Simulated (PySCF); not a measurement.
Ligands exchanged one at a time, Sn Cl-H. Isolated molecules, 0 K electronic values unless said otherwise. Strings in code marks are SMILES.

The S1 excitation (TDA) from two functionals at the same geometries (B3LYP-D3(BJ)/def2-TZVP), both in PySCF: PBE-D3(BJ)/def2-TZVP and B3LYP-D3(BJ)/def2-TZVP. B3LYP has the VWN-RPA correlation part, as in Gaussian. Excitations are Tamm–Dancoff values on a coarser integration grid. The basis has no diffuse functions, so Rydberg states are missing or too high.

```
species                                               PBE-D3(BJ)/def2-TZVP (eV)
----------------------------------------------------  -------------------------
0 of 4 Cl replaced by H (`[Cl][Sn]([Cl])([Cl])[Cl]`)                       4.15
1 of 4 Cl replaced by H (`[Cl][SnH]([Cl])[Cl]`)                            4.72
2 of 4 Cl replaced by H (`[Cl][SnH2][Cl]`)                                 5.41
3 of 4 Cl replaced by H (`[Cl][SnH3]`)                                     5.65
```

What does B3LYP-D3(BJ)/def2-TZVP give for each?


- 0 of 4 Cl replaced by H (`[Cl][Sn]([Cl])([Cl])[Cl]`): 4.69
- 1 of 4 Cl replaced by H (`[Cl][SnH]([Cl])[Cl]`): 5.26
- 2 of 4 Cl replaced by H (`[Cl][SnH2][Cl]`): 5.89
- 3 of 4 Cl replaced by H (`[Cl][SnH3]`): 6.00
Over these rows, drawn at random from the members with no instability flagged (it was tested for open shells, ions and some series alone), PBE minus B3LYP-D3(BJ): mean -0.48 eV, from -0.54 eV to -0.35 eV.
